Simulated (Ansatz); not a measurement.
`CS[SiH2][AlH][NH2]`, charge 0, multiplicity 1.

**Question.** Give a relaxed structure at PBE0-D4/def2-TZVP (Ansatz). (Estimate.)

**Answer.** Ansatz gave: 
Z-matrix (Å, degrees):
```
C
S 1 1.814
H 1 1.092 2 111.7
H 1 1.090 2 106.9 3 118.8
H 1 1.090 2 110.9 3 -122.7
Si 2 2.151 1 99.8 3 58.2
Al 6 2.450 2 106.7 1 -62.5
H 6 1.489 2 103.8 1 177.2
H 6 1.496 2 109.4 1 62.6
N 7 1.771 6 117.2 2 80.0
H 7 1.586 6 125.4 2 -93.6
H 10 1.008 7 124.7 6 -174.8
H 10 1.007 7 125.2 6 8.9
```
This is one stationary point; other conformers may exist.
